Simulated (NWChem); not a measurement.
# CHCl$_{2}$F; SMILES FC(Cl)Cl

Program: NWChem. Pople sets run with spherical d functions. Each level has its own optimisation. Computed dipoles belong to the equilibrium geometry; the measured one is vibrationally averaged.

Measured dipole moment: 1.29 D (NIST CCCBDB, as tabulated in the package chemicals).

```csv
level,dipole moment (D),computed − measured
Hartree-Fock/STO-3G,1.94,+0.65
Hartree-Fock/3-21G,[?],[?]
Hartree-Fock/6-31G*,1.53,+0.24
B3LYP/6-31G*,[?],[?]
"LDA (Slater exchange, VWN5)/def2-SVP",1.20,-0.09
PBE/def2-SVP,1.22,-0.07
BLYP/def2-SVP,1.21,-0.08
PBE0/def2-SVP,1.32,+0.03
```

What belongs in the gaps?


- B3LYP/6-31G*, dipole moment (D): 1.39
- B3LYP/6-31G*, computed − measured: +0.10
- Hartree-Fock/3-21G, dipole moment (D): 2.04
- Hartree-Fock/3-21G, computed − measured: +0.75
